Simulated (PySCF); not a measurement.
Polarisability and C₆ of K (potassium, neutral)

[Ar] 4s1, 2S determinant. Calculation: PySCF 2.14, in aug-cc-pVQZ-X2C; scalar relativity by spin-free X2C-1e. Coupled (time-dependent) response in atomic units; α is the mean over directions.

```tsv
method	mean α (bohr³)	C₆ (like pair)	S(−4)
CAM-B3LYP	285.3	3809	77670
```

S(−4) is the Cauchy moment in α(ω) = α(0) + S(−4) ω² + …

Reference α: 289.7 ± 0.3 bohr³ (recommended; Schwerdtfeger and Nagle, table of static dipole polarizabilities (2023 update)). Published C₆: 3923 (Chu and Dalgarno (2004); Tang, Norbeck and Certain (1976)).

α(iu) at CAM-B3LYP:

```tsv
u (hartree)	α(iu) (bohr³)
0	285.3
0.0500	170.7
0.100	79.66
0.200	28.41
0.300	15.75
0.500	8.263
0.750	5.214
1.00	3.712
1.50	2.155
2.00	1.384
3.00	0.6934
5.00	0.2702
```
